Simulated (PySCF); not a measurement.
# One molecule, several mistakes: BCH6Si2 cation

These are calculations, not measurements. The program is PySCF 2.14.0, an open-source quantum chemistry code, run on an isolated molecule that a program drew, which may never have been made. The molecule is BCH6Si2 cation (charge +1, singlet), drawn as the SMILES string `C=[SiH]B[SiH2+]`.

Each row is a Hartree-Fock (HF) and frozen-core CCSD(T) single point in the cc-pV(D+d)Z basis, meant for a local HF minimum. Run 1 is clean. Each other run has one planted mistake out of seven kinds, and not every kind appears here: one electron removed, one electron added, multiplicity raised by two, geometry at a saddle point, minimal basis STO-3G, one bond length entered in bohr, all coordinates scaled. The reference is restricted for singlets and unrestricted otherwise, and also for a bond in bohr. Adding or removing an electron swaps singlet and doublet. Electrons count all cores. HOMO and LUMO are orbital energies over both spins, the gradient is its largest component, and the lowest frequency (negative if imaginary) is given only where the gradient is small. Bond lengths are over the 9 bonds as drawn. T1 is the CCSD diagnostic: over 0.02 (restricted) or 0.045 (unrestricted) a single reference is doubtful.

Geometry of the clean run:
```xyz
10
BCH6Si2 cation, angstrom
C     0.1734    1.5062   -0.3839
Si   -0.9595    0.3677    0.2309
B    -0.9094   -1.3551   -0.7228
Si   -2.0137   -2.9958   -0.4007
H     0.3023    2.5114    0.0035
H     0.8229    1.2473   -1.2128
H    -1.8715    0.6390    1.3463
H    -0.1294   -1.4815   -1.6218
H    -1.6093   -4.0688    0.5162
H    -3.2995   -3.2419   -1.0654
```

| run | electrons | basis functions | <S^2> | HOMO (eV) | LUMO (eV) | gradient (hartree/bohr) | lowest frequency (cm^-1) | mean bond (Å) | longest bond (Å) | T1 | HF (hartree) | CCSD(T) (hartree) | mistake |
|---|---|---|---|---|---|---|---|---|---|---|---|---|---|
| 1 | 44 | 104 | 0.000 | -12.42 | -5.44 | 2.2e-05 | 69 | 1.4958 | 2.004 | 0.0231 | -643.54086 | -644.01554 | no fault |
| 2 | 44 | 104 | 1.577 | -12.52 | -5.42 | 4.4e-02 | - | 1.6409 | 2.774 | 0.0690 | -643.44995 | -643.89230 | one bond length entered in bohr |
| 3 | 44 | 104 | 0.000 | -12.63 | -5.40 | 1.9e-02 | - | 1.4614 | 1.958 | 0.0227 | -643.53572 | -644.00732 | ? |
| 4 | 44 | 104 | 0.000 | -12.46 | -6.35 | 5.8e-05 | -169 | 1.4992 | 2.043 | 0.0289 | -643.53550 | -644.01364 | ? |

**Which mistake was planted in run 3, and what did it cost?**

The mean and the longest bond both change by the same factor, 0.977, and the gradient is no longer small. So the mistake is: all coordinates scaled. Subtracting run 1 and multiplying by 627.51 kcal/mol a hartree, the energy moved by 3.2 kcal/mol in HF and 5.2 kcal/mol in CCSD(T).

**Which mistake was planted in run 4, and what did it cost?**

The gradient is small, so the point is stationary, but the lowest frequency is imaginary (-169 cm^-1). So the mistake is: geometry at a saddle point. Subtracting run 1 and multiplying by 627.51 kcal/mol a hartree, the energy moved by 3.4 kcal/mol in HF and 1.2 kcal/mol in CCSD(T).

Cautions from the logs. Run 1: T1 is over the limit, so its CCSD(T) energy is less reliable; run 2: T1 is over the limit, so its CCSD(T) energy is less reliable; run 3: T1 is over the limit, so its CCSD(T) energy is less reliable; run 4: T1 is over the limit, so its CCSD(T) energy is less reliable.
